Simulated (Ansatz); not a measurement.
`NC/N=C/[SiH3]`, relaxed with RKS PBE-D4/def2-SVP in Ansatz 0.2.0 from a rough embedded geometry. The force threshold is 0.03 eV/Å; the program also tests the step.

Charge 0, multiplicity 1.

Start:

```xyz
13

N    -1.290   -0.386    1.844
C    -1.525   -0.402    0.430
N    -0.269   -0.597   -0.300
C     0.398    0.544   -0.469
Si    2.056    0.488   -1.320
H    -0.670   -1.271    1.993
H    -2.122   -0.554    2.330
H    -2.038    0.555    0.122
H    -2.230   -1.248    0.144
H     0.100    1.447    0.016
H     2.677    1.796   -1.255
H     1.859    0.166   -2.797
H     3.055   -0.538   -0.738
```

```
         step  energy (eV)  largest force (eV/Å)  largest move (Å)
            1  -13043.4355                 2.755             0.000
            2  -13043.7224                 1.805             0.197
            3  -13043.8074                 1.158             0.136
 4 (rejected)  -13043.8063                 1.616             0.200
            5  -13043.8594                 0.129             0.097
            6  -13043.8691                 0.071             0.096
            7  -13043.8804                 0.240             0.146
            8  -13043.8863                 0.508             0.168
            9  -13043.9182                 0.306             0.200
           10  -13043.9283                 0.356             0.200
11 (rejected)  -13043.9270                 0.308             0.142
           12  -13043.9343                 0.166             0.067
           13  -13043.9365                 0.071             0.043
           14  -13043.9369                 0.037             0.013
           15  -13043.9371                 0.017             0.010
```

End:

```xyz
13

N    -1.362   -0.669    2.033
C    -1.396   -0.326    0.620
N    -0.048   -0.386    0.085
C     0.384    0.585   -0.631
Si    2.118    0.497   -1.405
H    -0.987   -1.622    2.133
H    -2.320   -0.690    2.404
H    -1.858    0.688    0.504
H    -1.994   -1.024   -0.028
H    -0.257    1.491   -0.825
H     2.808    1.828   -1.258
H     1.989    0.213   -2.880
H     2.922   -0.586   -0.750
```

Hardware: 4 threads of an Arm Neoverse V1 on a shared host. Wall time 20 s, peak host memory 0.16 GiB.
